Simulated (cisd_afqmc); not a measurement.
Input (AFQMC/CISD/cc-pV(D+d)Z; cisd_afqmc is a phaseless AFQMC code with CISD trial states that reads the integrals written by Ansatz): A basis named .json is the Basis Set Exchange file of that set.

Ansatz 0.2 input:
```python
import cisd_afqmc

open("ham.yaml", "w").write("""\
crystal:
  periodic: [false, false, false]
  atoms:
    - {symbol: Si, position_ang: [0.07293248, -0.43127498, -0.00285447]}
    - {symbol: O, position_ang: [-0.18041998, 1.06688573, 0.00706138]}
    - {symbol: H, position_ang: [-0.99857848, -1.45308028, -0.02551919]}
    - {symbol: H, position_ang: [1.42088358, -1.04415589, 0.00899078]}
basis:
  gaussian:
    orbitals: cc-pV_D+d_Z.json
magnetization: {spin_polarized: false}
correlation: {method: ccsd, electrons: outside_noble_gas, hamiltonian_folder: ham}
""")
rep = cisd_afqmc.ansatz("ham.yaml")
e_ccsd = rep["correlation"]["coupled_cluster"]["energy"]["hartree"]
out = cisd_afqmc.run("ham", e_ccsd, trial="CISD", walkers=200, populations=8, threads=8, dt=0.005, steps=40, early=24, settle=10, least=32,
    cut=5e-5, rank_cut=2e-4, target=0.0004, seconds=1500, seed=1, memory=17280, gpu=False)
```

Output:

```
orbitals 41, occupied [6], factors 240 of 470, rank of the doubles 98 of 210
E(HF) = -364.940454
E(CCSD) on the cut factors = -365.244980, shift to the whole factors -0.000009
Energy of the trial state on the determinant = -365.245010
  tau behind 7.2 of longer steps, mean of the populations' last blocks
   2.0  -365.25624
   4.0  -365.25740
   6.0  -365.25778
   8.0  -365.25519
  10.0  -365.25596
  12.0  -365.25547
  14.0  -365.25577
blocks 556 (1 outliers left out), error by blocks joined: 1: 0.00021, 2: 0.00025, 4: 0.00029, 8: 0.00035, 16: 0.00040
E(AFQMC/CISD) = -365.25611 +/- 0.00040
```
